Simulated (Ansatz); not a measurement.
The inner images of a band of CH$_{3}$NOTe (7 atoms, charge 0, multiplicity 1) are given out of order.

Level of theory: Ansatz, RKS BHLYP-D4/def2-SVP.

Initial state:

```xyz
7
Properties=species:S:1:pos:R:3
N 0.543 -1.413 -0.129
C 0.131 -0.243 0.017
O 0.583 0.543 0.988
Te -1.336 0.762 -1.183
H 0.128 -1.911 -0.903
H 1.232 0.029 1.481
H -1.218 2.164 -0.318
```

Final state:

```xyz
7
Properties=species:S:1:pos:R:3
N 0.604 -1.071 0.177
C 0.119 0.179 0.305
O 0.447 0.962 1.136
Te -1.419 0.652 -1.183
H 0.382 -1.655 -0.606
H 1.336 -1.358 0.807
H -1.408 2.222 -0.681
```

Put them in order from the first end to the last, with their energies above the first end.
A.
```xyz
7
Properties=species:S:1:pos:R:3
N 0.570 -1.217 0.057
C 0.073 -0.023 0.072
O 0.664 0.648 0.966
Te -1.467 0.771 -1.140
H 0.329 -1.968 -0.568
H 1.211 -0.532 0.996
H -1.319 2.252 -0.428
```
B.
```xyz
7
Properties=species:S:1:pos:R:3
N 0.547 -1.368 -0.095
C 0.113 -0.202 0.026
O 0.612 0.532 1.014
Te -1.374 0.786 -1.162
H 0.198 -1.944 -0.838
H 1.232 -0.110 1.388
H -1.265 2.238 -0.379
```
C.
```xyz
7
Properties=species:S:1:pos:R:3
N 0.602 -1.122 0.110
C 0.076 0.107 0.144
O 0.514 0.863 0.963
Te -1.489 0.760 -1.175
H 0.426 -1.898 -0.507
H 1.286 -1.011 0.853
H -1.353 2.232 -0.435
```
D.
```xyz
7
Properties=species:S:1:pos:R:3
N 0.548 -1.261 0.007
C 0.075 -0.084 0.049
O 0.679 0.565 1.009
Te -1.430 0.792 -1.159
H 0.301 -1.972 -0.640
H 1.191 -0.372 1.112
H -1.303 2.263 -0.423
```
E.
```xyz
7
Properties=species:S:1:pos:R:3
N 0.541 -1.316 -0.048
C 0.091 -0.147 0.033
O 0.653 0.536 1.021
Te -1.399 0.803 -1.161
H 0.251 -1.967 -0.742
H 1.212 -0.242 1.252
H -1.289 2.265 -0.401
```
F.
```xyz
7
Properties=species:S:1:pos:R:3
N 0.620 -1.083 0.140
C 0.099 0.155 0.212
O 0.444 0.945 1.033
Te -1.429 0.728 -1.227
H 0.403 -1.790 -0.537
H 1.323 -1.237 0.843
H -1.399 2.215 -0.510
```
G.
```xyz
7
Properties=species:S:1:pos:R:3
N 0.600 -1.167 0.093
C 0.073 0.046 0.105
O 0.595 0.754 0.949
Te -1.490 0.764 -1.142
H 0.383 -1.943 -0.528
H 1.235 -0.763 0.898
H -1.334 2.241 -0.421
```

B (+0.09 eV), E (+0.40 eV), D (+1.02 eV), A (+1.58 eV), G (+0.67 eV), C (-0.33 eV), F (-0.68 eV).

Run time: 4.3 min on 2 threads of AMD EPYC 9R45 96-Core Processor (Zen 5), with other jobs on the host, peak memory 0.21 GiB.
